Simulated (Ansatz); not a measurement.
ReO4, SMILES [O]=[Re-](=[O])(=[O])=[O], charge -1, multiplicity 1.

The structure is a stationary point at r2SCAN-D4/def2-SVPD. The spin state was assumed, not searched. The isomer is the one that the SMILES or the coordinates give; other isomers of the formula were not compared. The def2 effective core potentials stand for the cores of Re; spin–orbit coupling is left out.

Two levels are set side by side: PBE/def2-SVPD (Ansatz, a program for electronic structure) and CAM-B3LYP/def2-SVPD (Ansatz). Energy differences of separate SCF runs at the same geometry; the states with an electron removed or added have multiplicity 2. Differences are taken from unrounded values.

```tsv
quantity	CAM-B3LYP
vertical ionisation energy (eV)	6.13
vertical singlet–triplet gap (eV)	4.41
```

**Question.** What does PBE give, and how far is it from CAM-B3LYP? (An estimate is asked for; the answer gives what the named calculation found.)

**Answer.** 
```json
[
 {"quantity": "vertical ionisation energy (eV)", "PBE": "5.53", "PBE minus CAM-B3LYP": "-0.60"},
 {"quantity": "vertical singlet–triplet gap (eV)", "PBE": "4.54", "PBE minus CAM-B3LYP": "0.13"}
]
```
